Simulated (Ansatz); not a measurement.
One change: `[AlH2][O]CS` becomes `OCS`.

Ansatz, PBE0-D4/def2-TZVP geometries, multiplicity 1. Each molecule was computed in one conformer, which needn't be the lowest.

```tsv
property	`[AlH2][O]CS`
HOMO energy (PBE0/def2-TZVPP) / eV	-7.60
HOMO energy (PBE/def2-TZVPP) / eV	-6.20
HOMO–LUMO gap (PBE0/def2-TZVPP) / eV	6.96
LUMO energy (PBE/def2-TZVPP) / eV	-1.58
ideal-gas entropy at 298 K and 1 bar (rigid rotor, harmonic PBE0-D4/def2-TZVP) / J/(mol·K)	318
LUMO energy (PBE0/def2-TZVPP) / eV	-0.65
```

(1) Give the same properties after the change, and the shifts. (Best estimate.)

Answers

(1) Computed: 
```json
{"property": "HOMO energy (PBE0/def2-TZVPP) / eV", "`OCS`": "-7.10", "shift": "0.50"}
{"property": "HOMO energy (PBE/def2-TZVPP) / eV", "`OCS`": "-5.84", "shift": "0.36"}
{"property": "HOMO–LUMO gap (PBE0/def2-TZVPP) / eV", "`OCS`": "7.58", "shift": "0.62"}
{"property": "LUMO energy (PBE/def2-TZVPP) / eV", "`OCS`": "-0.45", "shift": "1.13"}
{"property": "ideal-gas entropy at 298 K and 1 bar (rigid rotor, harmonic PBE0-D4/def2-TZVP) / J/(mol·K)", "`OCS`": "282", "shift": "-36"}
{"property": "LUMO energy (PBE0/def2-TZVPP) / eV", "`OCS`": "0.48", "shift": "1.13"}
```

With PBE0 the HOMO rises by 0.50 eV and the LUMO rises by 1.13 eV, so the gap widens by about 0.63 eV. PBE moves the HOMO by 0.36 eV and ωB97M-V by 0.52 eV. The zero-point energy changes by -11.6 kJ/mol with -6 modes.
